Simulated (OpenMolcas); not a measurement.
Ti3+ among 5 point charges of -2 e arranged as a trigonal bipyramid (D3h), 1.74 Å from the ion, with the axial distance 2.018 Å.
```
   1.7400    0.0000    0.0000  -2.00
  -0.8700    1.5069    0.0000  -2.00
  -0.8700   -1.5069    0.0000  -2.00
   0.0000    0.0000    2.0184  -2.00
   0.0000    0.0000   -2.0184  -2.00
```

```yaml
Program: OpenMolcas
Method: "SS-CASPT2, IPEA 0.25 Eh, imaginary shift 0.1 Eh (closed shells correlated: 3s 3p)"
Basis: ANO-RCC-VDZP [5s4p2d1f]
Scalar_Hamiltonian: DKH2, point nucleus
Active_space: 1 electron in 5 orbitals (3d)
State_averaging: 2S+1 = 2 even, 5 roots
Spin-orbit_coupling: state interaction with AMFI integrals over the reference wave functions
```

**Question.** What is the spin-free ground state (labels of D3, the rotations of D3h)?

**Answer.** 2E, 2-fold in its orbital part, 100 % from free-ion D terms; it has the highest spin that d1 allows.

**Question.** Where is the first state of the same spin?

**Answer.** 2E at 3500 cm-1 above the ground state.

**Question.** What are the lowest two levels with spin-orbit coupling?

**Answer.** A 2-fold level E1/2 with g = 0.00, 0.10, 0.10, then a 2-fold level E3/2 140 cm-1 above it. Their leading multiplicities are 2 (100 %) and 2 (100 %).

**Question.** What is χT at 300 K, and how does it compare with the textbook value?

**Answer.** The lowest level has 2S+1 = 2, for which the spin-only value is χT = S(S+1) / 2 = 0.375 cm3 K/mol (g = 2). The computed 0.429 at 300 K differs by +0.054, through orbital momentum, spin-orbit coupling and any other state in reach.

Roots that are degenerate in the reference are averaged as groups; the widest CASPT2 spread within a group is 110 cm-1 (the 2-fold group of multiplicity 2 near 3500 cm-1 above the lowest state of its run). Shifts and gaps below about the spread of the groups concerned are not significant. An orbital doublet at a regular site is open to a Jahn-Teller distortion, which this geometry leaves out. Free-ion shares, where given, are those of the reference states; single-state CASPT2 does not remix them. Point charges carry no covalency, so the field is a model and not that of real ligands. No measured value stands beside these numbers.
